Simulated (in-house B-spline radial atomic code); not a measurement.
Orbital energies and mean radii along the 60-electron series, configuration [Kr] 4d10 4f12 5s2. The effective charge is n√(-2ε), a non-relativistic measure. Computed with an all-electron radial atomic-structure program (B-spline basis): non-relativistic Hartree-Fock, average of the configuration, point nuclei.

This level leaves out relativity, spin-orbit splitting included, which matters for heavy ions.

```tsv
ion	Z	energy of 3s (Eh)	mean radius of 3s (bohr)	energy of 4f (Eh)	mean radius of 4f (bohr)	energy of 3p (Eh)	mean radius of 3p (bohr)	energy of 4p (Eh)	mean radius of 4p (bohr)	effective charge of 3s
Yb10+	70	-85.766	0.23356	-7.1322	0.62882	-78.501	0.22384	-19.526	0.53425	39.291
Lu11+	71	?	?	?	?	?	?	?	?	?
Hf12+	72	?	?	?	?	?	?	?	?	?
Ta13+	73	-98.208	0.22245	-11.033	0.55128	-90.49	0.21284	-24.693	0.50132	42.045
W14+	74	-102.61	0.21898	-12.48	0.53052	-94.737	0.20941	-26.564	0.49106	42.976
```

Fill in the row of Lu11+.

energy of 3s (Eh): -89.786; mean radius of 3s (bohr): 0.22974; energy of 4f (Eh): -8.3573; mean radius of 4f (bohr): 0.59989; energy of 3p (Eh): -82.37; mean radius of 3p (bohr): 0.22005; energy of 4p (Eh): -21.172; mean radius of 4p (bohr): 0.52291; effective charge of 3s: 40.201.

Fill in the row of Hf12+.

energy of 3s (Eh): -93.934; mean radius of 3s (bohr): 0.22604; energy of 4f (Eh): -9.6582; mean radius of 4f (bohr): 0.57425; energy of 3p (Eh): -86.367; mean radius of 3p (bohr): 0.21639; energy of 4p (Eh): -22.895; mean radius of 4p (bohr): 0.51193; effective charge of 3s: 41.119.

How does the screening of 3s change?

Z less the effective charge goes from 30.71 at Z = 70 to 31.02 at Z = 74.
